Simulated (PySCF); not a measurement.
BBr2, SMILES Br[B]Br, multiplicity 2. Atoms are numbered in the order given.

```xyz
3

Br     0.0000    -1.6871    -0.0566
B      0.0000     0.0000     0.7927
Br     0.0000     1.6871    -0.0566
```
Charge 0, spin multiplicity 2.

The structure is a stationary point at B3LYP-D3(BJ)/def2-TZVP. The isomer is the one that the SMILES or the coordinates give; other isomers of the formula were not compared.

The numbers are results of ωB97X/def2-TZVPD (PySCF), not measurements.

Gas-phase values at a fixed geometry.

```json
{
 "total_energy": "-5173.20880 hartree",
 "point_group": "C2v",
 "α spin, highest occupied and lowest empty level": "-8.56 and -0.06 eV",
 "β spin, highest occupied and lowest empty level": "-11.04 and -0.69 eV",
 "dipole_moment": "0.34 D",
 "quadrupole, principal values (traceless, Buckingham form, about the centre of nuclear charge)": "-2.36, 0.38, 1.98 D·Å",
 "mean_static_polarisability": "59.4 bohr³ (8.80 Å³)",
 "polarisability_principal_values": "45.8, 51.1, 81.2 bohr³",
 "⟨S²⟩": "0.754 (pure state 0.75)"
}
```
